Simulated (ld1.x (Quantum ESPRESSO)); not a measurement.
## Pseudopotential generation for iodine: TM semilocal, PBE, non-relativistic.

ld1.x (Quantum ESPRESSO) 7.5 was run on this input:

```
&input
   title='I', zed=53., rel=0, dft='PBE', iswitch=3,
   config='[Kr] 4d10 5s2 5p5',
   nld=2, rlderiv=1.95, eminld=-3.0, emaxld=5.0, deld=0.02
 /
 &inputp
   pseudotype=1, tm=.true., lloc=0,
   nlcc=.true., new_core_ps=.true.,
   file_pseudopw='I.pp', file_wfcaegen='ae.wfc', file_wfcncgen='nc.wfc'
 /
2
5P  2  1   5.00   0.00  1.80  1.80  0.0
5S  1  0   2.00   0.00  1.65  1.65  0.0
 &test
   configts(1)='5s2 5p5'
 /
```

Command:

```bash
ld1.x < I.in > I.out
```

Resulting log (shortened: banner, matrices, multipoles, cross overlaps and the repeated all-electron block are left out):

```
Program LD1 v.7.5
     --------------------------- All-electron run ----------------------------

     I

     atomic number is 53.00
     dft =PBE   lsd =0 sic =0 latt =0  beta=0.20 tr2=1.0E-14
     Exchange-correlation= PBE
                           (   1   4   3   4   0   0   0)
     mesh =1247 r(mesh) =  99.95380 a.u. xmin = -7.00 dx = 0.01250
     1 Ry =  13.60569312 eV

     n l     nl                  e(Ry)          e(Ha)          e(eV)
     1 0     1S 1( 2.00)     -2326.0369     -1163.0184    -31647.3436
     2 0     2S 1( 2.00)      -350.4372      -175.2186     -4767.9416
     2 1     2P 1( 6.00)      -329.3133      -164.6567     -4480.5360
     3 0     3S 1( 2.00)       -70.5708       -35.2854      -960.1640
     3 1     3P 1( 6.00)       -61.6899       -30.8449      -839.3335
     4 0     4S 1( 2.00)       -12.2683        -6.1342      -166.9190
     4 1     4P 1( 6.00)        -9.1629        -4.5814      -124.6674
     3 2     3D 1(10.00)       -45.1868       -22.5934      -614.7979
     4 2     4D 1(10.00)        -3.8720        -1.9360       -52.6819
     5 0     5S 1( 2.00)        -1.1772        -0.5886       -16.0160
     5 1     5P 1( 5.00)        -0.5252        -0.2626        -7.1460

     final scf error:  3.1E-15 reached in  35 iterations

     Etot =  -13840.066228 Ry,   -6920.033114 Ha, -188303.693904 eV

     Ekin =   13834.973616 Ry,    6917.486808 Ha,  188234.405381 eV
     Encl =  -32855.815618 Ry,  -16427.907809 Ha, -447026.144604 eV
     Eh   =    5532.644003 Ry,    2766.322001 Ha,   75275.456457 eV
     Exc  =    -351.868229 Ry,    -175.934114 Ha,   -4787.411139 eV

     normalization and overlap integrals

     s(1S/1S) =  1.000000  <r> =   0.0287  <r2> =    0.0011  r(max) =   0.0191
     s(2S/2S) =  1.000000  <r> =   0.1235  <r2> =    0.0179  r(max) =   0.1046
     s(2P/2P) =  1.000000  <r> =   0.1051  <r2> =    0.0134  r(max) =   0.0825
     s(3S/3S) =  1.000000  <r> =   0.3279  <r2> =    0.1227  r(max) =   0.2989
     s(3P/3P) =  1.000000  <r> =   0.3183  <r2> =    0.1173  r(max) =   0.2843
     s(4S/4S) =  1.000000  <r> =   0.7699  <r2> =    0.6692  r(max) =   0.7080
     s(4P/4P) =  1.000000  <r> =   0.8047  <r2> =    0.7374  r(max) =   0.7259
     s(3D/3D) =  1.000000  <r> =   0.2889  <r2> =    0.0986  r(max) =   0.2327
     s(4D/4D) =  1.000000  <r> =   0.9145  <r2> =    0.9784  r(max) =   0.7728
     s(5S/5S) =  1.000000  <r> =   2.0498  <r2> =    4.7631  r(max) =   1.7855
     s(5P/5P) =  1.000000  <r> =   2.4925  <r2> =    7.1784  r(max) =   2.0487

     ------------------------ End of All-electron run ------------------------

     --------------------- Generating NC pseudopotential ---------------------

      Generating local pot.: lloc=0, matching radius rcloc =   1.6500

      Computing core charge for nlcc:

       r > 1.43 : true rho core
      Core charge pseudized with two Bessel functions
      Integrated core pseudo-charge :  17.13

      Wfc   5P  rcut= 1.786  Using Troullier-Martins method

     ------------------- End of pseudopotential generation -------------------

     Computing logarithmic derivative in   1.96105
     Computing logarithmic derivative in   1.96105
     Computing the partial wave expansion
       no projector for channel:   0
     R is outside the sphere for l=    1 j= 0.00

     ---------------------- Testing the pseudopotential ----------------------

     I

     atomic number is 53.00   valence charge is  7.00
     dft =PBE   lsd =0 sic =0 latt =0  beta=0.20 tr2=1.0E-14
     mesh =1247 r(mesh) =  99.95380 xmin = -7.00 dx = 0.01250

     n l     nl             e AE (Ry)        e PS (Ry)    De AE-PS (Ry)
     1 0     5S   1( 2.00)       -1.17715       -1.17715       -0.00000
     2 1     5P   1( 5.00)       -0.52522       -0.52522       -0.00000

     eps = 1.2E-15  iter = 13

     Etot =  -13840.066228 Ry,   -6920.033114 Ha, -188303.693904 eV
     Etotps =   -58.168282 Ry,     -29.084141 Ha,    -791.419795 eV

     Ekin =       6.251326 Ry,       3.125663 Ha,      85.053630 eV
     Encl =     -42.179661 Ry,     -21.089831 Ha,    -573.883527 eV
     Ehrt =      18.672986 Ry,       9.336493 Ha,     254.058912 eV
     Ecxc =     -40.912933 Ry,     -20.456466 Ha,    -556.648810 eV
     (Ecc =     -35.516130 Ry,     -17.758065 Ha,    -483.221567 eV)

     ---------------------- End of pseudopotential test ----------------------
```

Generation and configuration tests took about 1.1 s on one core of a shared server CPU.
